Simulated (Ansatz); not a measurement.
Cl2FHOZr (`[OH][Zr]([F])([Cl])[Cl]`), charge 0, multiplicity 1.

Q: Give a relaxed structure at PBE0-D4/def2-TZVP (the Gaussian-basis code of Ansatz). (An estimate is asked.)

A: Computed: 
Cartesian coordinates in Å:
```
O -0.200 0.048 1.448
Zr 0.091 0.070 -0.414
F 0.849 1.734 -0.895
Cl -1.952 -0.206 -1.530
Cl 1.569 -1.654 -0.997
H -0.358 0.008 2.388
```
Point group Cs.
